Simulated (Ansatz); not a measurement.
Cost and result for the atomization energy of CH₄AlFO₂S (10 atoms, 11 bonds).

```
atom    x (Å)    y (Å)    z (Å)
  O1  -0.2135   0.6169   0.6383
  C2  -0.5012  -0.5697  -0.2262
  F3  -1.5738  -0.1583  -0.9761
  S4  -0.9469  -2.0190   0.7496
  O5   0.5990  -0.7390  -0.9028
 Al6   1.5150   0.7222  -0.3374
  H7  -0.9119   1.2750   0.5345
  H8  -2.1316  -1.5377   1.1601
  H9   1.4441   1.9990  -1.2697
 H10   2.7207   0.4106   0.6298
```

Charge 0, multiplicity 1. The bonds changed during the relaxation, so this is another structure than the one it started from. All single points use the PBE0-D4/def2-TZVP geometry. It is one conformer, not always the lowest. Program: Ansatz. All runs use 4 threads of a server CPU on a shared host. Times are those of one run each, without the atoms' runs, and a repeat can differ threefold. Electronic energies, without spin–orbit coupling; frozen cores. CCSD(T)/CBS adds CCSD(T) − MP2 in def2-TZVPP to the MP2 limit, and its time is that of the two runs behind it. T1 = 0.013. HSE06 is the plane-wave form, built on full-range PBE exchange.

CCSD(T)/CBS is a level of theory with its own doubt, some kJ/mol a heavy atom from the limit and from the frozen cores, so smaller differences don't rank the functionals.

```csv
level,functions,wall time,atomization (kJ/mol),difference from CCSD(T)/CBS,per bond
LDA (SPW92)/def2-TZVPP,264,1.2 s,4174.7,648.3,58.9
revPBE-D4/def2-TZVPP,264,1.9 s,3495.6,-30.8,-2.8
PBE-D4/def2-TZVPP (with forces),264,2.3 s,3611.9,85.5,7.8
BHLYP-D4/def2-TZVPP,264,3.2 s,3330.2,-196.2,-17.8
HSE06-D4/def2-TZVPP,264,3.3 s,3502.1,-24.3,-2.2
r2SCANh-D4/def2-TZVPP,264,5.5 s,3502.3,-24.1,-2.2
B2PLYP/def2-TZVPP,264,5.5 s,3457.6,-68.8,-6.3
CCSD(T)/def2-SVP,112,5.5 s,3296.3,-230.1,-20.9
ωB97X-V/def2-TZVPP,264,8 s,3539.7,13.3,1.2
B97M-V/def2-TZVPP,264,9 s,3548.3,21.9,2.0
MP2/def2-QZVPP,488,20 s,3592.3,65.9,6.0
CCSD(T)/def2-TZVPP,264,3.2 min,3411.7,-114.7,-10.4
CCSD(T)/CBS(def2),–,3.6 min,3526.4,0.0,0.0
```

From r2SCAN to r2SCAN0 (25 % exact exchange), in def2-TZVPP and without D4, the atomization energy moves by −104.3 kJ/mol: exact exchange takes away binding that semilocal exchange gives to molecules. At CCSD(T), def2-SVP lies −230.1 kJ/mol from the extrapolated value and def2-TZVPP −114.7 kJ/mol: correlation converges slowly with the basis, and small sets miss more of it in the bonded molecule than in its fragments. In def2-TZVPP, CCSD(T) changes the Hartree–Fock value by +1054.3 kJ/mol (the triples alone add +75.3 kJ/mol) and MP2 by +1166.7 kJ/mol; breaking electron pairs costs correlation energy, which Hartree–Fock lacks.
